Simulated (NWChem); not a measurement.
A series in which one site is exchanged, each optimised at PBE0/def2-SVP with NWChem, gas phase unless a solvent is named. Some are not confirmed as minima by frequencies. def2 effective core potentials on I; no spin-orbit coupling.

A: ClB(F)F (BClF₂; site = F)
B: FB(Cl)Cl (BCl₂F; site = Cl)
C: IB(Cl)F (BIClF; site = I)
D: FBCl (BHClF; site = H)

Values for A:

- dipole (D), PBE0/def2-SVP: 0.19
- orbital gap (eV), PBE0/def2-SVP: 9.79
- vertical ionisation energy, ΔSCF, PBE/def2-SVP (eV): 12.37
- static polarisability, CAM-B3LYP/def2-SVPD (bohr³): 28.1
- lowest singlet excitation, CAM-B3LYP/def2-SVPD, TDA (eV): 7.88

Q: How do these values change for the other members?

A: 
| change from A | B | C | D |
|---|---|---|---|
| dipole (D), PBE0/def2-SVP | +0.05 | +0.08 | +0.45 |
| orbital gap (eV), PBE0/def2-SVP | -1.23 | -3.05 | -1.31 |
| vertical ionisation energy, ΔSCF, PBE/def2-SVP (eV) | -1.02 | -2.33 | -0.48 |
| static polarisability, CAM-B3LYP/def2-SVPD (bohr³) | +13.0 | +33.4 | +1.0 |
| lowest singlet excitation, CAM-B3LYP/def2-SVPD, TDA (eV) | -1.12 | -2.57 | -1.17 |
